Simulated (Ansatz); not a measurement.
Two isomers of C2H4BrClSi: A = `C=C[SiH](Cl)Br`, B = `Cl[Si]1(Br)CC1`.

Isolated molecules relaxed with PBE0-D4/def2-TZVP in Ansatz; ΔE leaves out vibrations. CCSD(T)/CBS adds triple-zeta CCSD(T) − MP2 to the extrapolated MP2 energy (def2 sets, frozen cores). Functionals use def2-TZVPP. B3LYP here is the variant with VWN-RPA as its local correlation; programs differ in this. For Br outer-core shells are correlated without core-valence functions, which leaves a few kJ/mol of doubt a bond. Scalar relativity is left out up to krypton. One conformer a species, not always the lowest.

Q: Which isomer does CCSD(T)/CBS put lower? Give the gap. (Estimate.)

A: Computed: A, by 53.1 kJ/mol.

Q: Give E(B) − E(A) in kJ/mol with MP2/def2-TZVPP, ωB97M-V, B3LYP, HF/def2-TZVPP, PBE-D4, r2SCAN-D4, B3LYP-D4. (Estimate.)

A: The calculation gave: MP2/def2-TZVPP 42.9, ωB97M-V 45.3, B3LYP 58.1, HF/def2-TZVPP 82.3, PBE-D4 35.0, r2SCAN-D4 38.0, B3LYP-D4 57.8. None reverses the order clearly.

Largest T1 diagnostic: 0.009.

In def2-TZVPP, CCSD(T) changes the Hartree–Fock value by −30.1 kJ/mol (the triples alone add −1.9 kJ/mol) and MP2 by −39.4 kJ/mol.
